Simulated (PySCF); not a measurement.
C₃H₇Te, SMILES CC(C)[Te], multiplicity 2. Atoms are numbered in the order given.

```xyz
11

C      1.9385    -0.1335    -1.2706
C      1.3053     0.4227     0.0000
C      1.9385    -0.1335     1.2706
Te    -0.8683    -0.0155     0.0000
H      1.8533    -1.2308    -1.3129
H      3.0130     0.1245    -1.2924
H      1.4802     0.2816    -2.1816
H      1.3637     1.5204     0.0000
H      1.8533    -1.2308     1.3129
H      3.0130     0.1245     1.2924
H      1.4802     0.2816     2.1816
```
Charge 0, spin multiplicity 2.

The structure is a stationary point at B3LYP-D3(BJ)/def2-SVP. A frequency run showed that this geometry is not a minimum. The isomer is the one that the SMILES or the coordinates give; other isomers of the formula were not compared. The def2 effective core potentials stand for the cores of Te; spin–orbit coupling is left out.

Method: PySCF with PBE/def2-TZVP.

ESP charges are fitted to the potential on shells at 1.4 to 2.0 van der Waals radii. Atomic charges (e):

```
atom  ESP fit  Löwdin  Mulliken spin
----  -------  ------  -------------
C1      -0.50       ?           0.01
C2       0.26       ?          -0.06
C3      -0.50       ?           0.01
Te4     -0.15    0.25           1.03
H5       0.14    0.13           0.00
H6       0.14    0.13           0.01
H7       0.16    0.13           0.00
H8       0.02       ?           0.00
H9       0.14    0.13           0.00
H10      0.14    0.13           0.01
H11      0.16    0.13           0.00
```

Some entries are withheld; supply them. (An estimate is asked for; the answer gives what the named calculation found.)


- C1, Löwdin: -0.33
- C2, Löwdin: -0.48
- C3, Löwdin: -0.33
- H8, Löwdin: 0.14

Give the Mayer and Wiberg (Löwdin basis) orders of the bonds. (The exact figures need the calculation; the answer reports its results.)


```tsv
bond	Mayer	Wiberg
C1–C2	0.99	1.30
C2–C3	0.99	1.30
C2–Te4	1.03	1.28
C1–H5	0.96	0.90
C1–H6	0.94	0.89
C1–H7	0.96	0.90
C2–H8	0.94	0.83
C3–H9	0.96	0.90
C3–H10	0.94	0.89
C3–H11	0.96	0.90
```
